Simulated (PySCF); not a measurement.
Sn(H)(SH) (H2SSn), SMILES [SH][SnH] (connectivity only; charge and spin as stated), neutral, multiplicity 1.

Geometry: B3LYP-D3(BJ)/def2-TZVP. The def2 effective core potentials stand for the cores of Sn; spin–orbit coupling is left out.

Computed with M06-2X/def2-TZVPD (PySCF).

The molecule is in vacuum.

```json
{
 "total_energy": "-613.63430 hartree",
 "point_group": "Cs",
 "highest_occupied_level": "-7.83 eV",
 "lowest_empty_level": "-1.93 eV",
 "orbital_gap": "5.90 eV",
 "dipole_moment": "2.05 D",
 "quadrupole, principal values (traceless, Buckingham form, about the centre of nuclear charge)": "-5.78, 2.07, 3.70 D·Å",
 "mean_static_polarisability": "71.4 bohr³ (10.58 Å³)",
 "polarisability_principal_values": "55.7, 66.2, 92.2 bohr³"
}
```
